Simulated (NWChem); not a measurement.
A series in which one site is exchanged, each optimised at PBE0/def2-SVP with NWChem, gas phase unless a solvent is named. Some are not confirmed as minima by frequencies. def2 effective core potentials on Cd, Hg; no spin-orbit coupling.

A: [Ca]([Cl])[Cl] (CaCl$_{2}$; site = Ca)
B: [Cl][Cd][Cl] (CdCl₂; site = Cd)
C: [Cl][Mg][Cl] (MgCl$_{2}$; site = Mg)
D: [Cl][Hg][Cl] (HgCl2; site = Hg)

```csv
quantity,A,B,C,D
"orbital gap (eV), PBE0/def2-SVP",6.00,6.54,7.06,[?]
"vertical ionisation energy, ΔSCF, CAM-B3LYP/def2-SVP (eV)",10.59,11.18,11.43,[?]
"lowest singlet excitation, CAM-B3LYP/def2-SVPD, TDA (eV)",5.21,5.38,5.90,[?]
```

**Question.** Fill in the missing entries.

**Answer.** 
- orbital gap (eV), PBE0/def2-SVP, D: 6.33
- vertical ionisation energy, ΔSCF, CAM-B3LYP/def2-SVP (eV), D: 11.25
- lowest singlet excitation, CAM-B3LYP/def2-SVPD, TDA (eV), D: 5.11
